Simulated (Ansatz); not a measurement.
Cost and result for the atomization energy of C$_{3}$H$_{5}$BO (`OCC1=CB1`) (10 atoms, 10 bonds).

Cartesian coordinates in Å:
```
O -1.353 -1.471 0.636
C -1.158 -0.270 -0.069
C 0.244 0.175 -0.127
C 1.038 1.100 -0.705
B 1.676 0.172 0.224
H -0.724 -1.488 1.363
H -1.540 -0.425 -1.083
H -1.751 0.551 0.367
H 0.958 1.913 -1.413
H 2.611 -0.257 0.807
```

Charge 0, multiplicity 1. All single points use the PBE0-D4/def2-TZVP geometry. It is one conformer, not always the lowest. Program: Ansatz. All runs use 2 threads of an Intel Xeon Platinum 8375C on a shared host. Times are those of one run each, without the atoms' runs, and a repeat can differ threefold. Electronic energies, without spin–orbit coupling; frozen cores. CCSD(T)/CBS adds CCSD(T) − MP2 in def2-TZVPP to the MP2 limit, and its time is that of the two runs behind it. T1 = 0.010. B3LYP takes the VWN-RPA correlation (the form of Gaussian; ORCA's B3LYP/G). HSE06 is the plane-wave form, built on full-range PBE exchange.

CCSD(T)/CBS is a level of theory with its own doubt, some kJ/mol a heavy atom from the limit and from the frozen cores, so smaller differences don't rank the functionals.

```json
{"level": "revPBE-D4/def2-TZVPP", "functions": "225", "wall time": "2.3 s"}
{"level": "PBE0-D4/def2-TZVPP", "functions": "225", "wall time": "3.1 s"}
{"level": "BHLYP-D4/def2-TZVPP", "functions": "225", "wall time": "3.1 s"}
{"level": "HSE06-D4/def2-TZVPP", "functions": "225", "wall time": "3.2 s"}
{"level": "CAM-B3LYP-D4/def2-TZVPP", "functions": "225", "wall time": "3.5 s"}
{"level": "r2SCAN-D4/def2-TZVPP (with forces)", "functions": "225", "wall time": "4.7 s"}
{"level": "CCSD(T)/def2-SVP", "functions": "95", "wall time": "4.7 s"}
{"level": "B3LYP-D4/def2-TZVPP (with forces)", "functions": "225", "wall time": "5.5 s"}
{"level": "B97M-V/def2-TZVPP", "functions": "225", "wall time": "8.5 s"}
{"level": "ωB97M-V/def2-TZVPP (with forces)", "functions": "225", "wall time": "11 s"}
{"level": "MP2/def2-QZVPP", "functions": "435", "wall time": "24 s"}
{"level": "CCSD(T)/def2-TZVPP", "functions": "225", "wall time": "91 s"}
{"level": "CCSD(T)/CBS(def2)", "functions": "–", "wall time": "110 s"}
```

What atomization energy does each give, and how far from CCSD(T)/CBS? (Estimate.)

Computed: 
| level | atomization (kJ/mol) | difference from CCSD(T)/CBS | per bond |
| --- | --- | --- | --- |
| revPBE-D4/def2-TZVPP | 4177.2 | 37.8 | 3.8 |
| PBE0-D4/def2-TZVPP | 4210.4 | 71.0 | 7.1 |
| BHLYP-D4/def2-TZVPP | 4027.5 | -111.9 | -11.2 |
| HSE06-D4/def2-TZVPP | 4213.9 | 74.5 | 7.5 |
| CAM-B3LYP-D4/def2-TZVPP | 4183.0 | 43.6 | 4.4 |
| r2SCAN-D4/def2-TZVPP (with forces) | 4190.0 | 50.6 | 5.1 |
| CCSD(T)/def2-SVP | 3967.3 | -172.1 | -17.2 |
| B3LYP-D4/def2-TZVPP (with forces) | 4162.6 | 23.2 | 2.3 |
| B97M-V/def2-TZVPP | 4182.8 | 43.4 | 4.3 |
| ωB97M-V/def2-TZVPP (with forces) | 4181.3 | 41.9 | 4.2 |
| MP2/def2-QZVPP | 4209.2 | 69.8 | 7.0 |
| CCSD(T)/def2-TZVPP | 4036.1 | -103.3 | -10.3 |
| CCSD(T)/CBS(def2) | 4139.4 | 0.0 | 0.0 |

From PBE to PBE0 (25 % exact exchange), in def2-TZVPP and without D4, the atomization energy moves by −83.8 kJ/mol: exact exchange takes away binding that semilocal exchange gives to molecules. In def2-TZVPP, CCSD(T) changes the Hartree–Fock value by +993.9 kJ/mol (the triples alone add +69.1 kJ/mol) and MP2 by +1106.2 kJ/mol; breaking electron pairs costs correlation energy, which Hartree–Fock lacks. Leaving LDA and LC-ωPBE aside and taking each functional with its dispersion term where it has one, the values, not all of them listed here, spread over 269.3 kJ/mol, from BHLYP-D4 to PBE-D4. LDA lies +541.4 kJ/mol from PBE without D4, its usual overbinding.
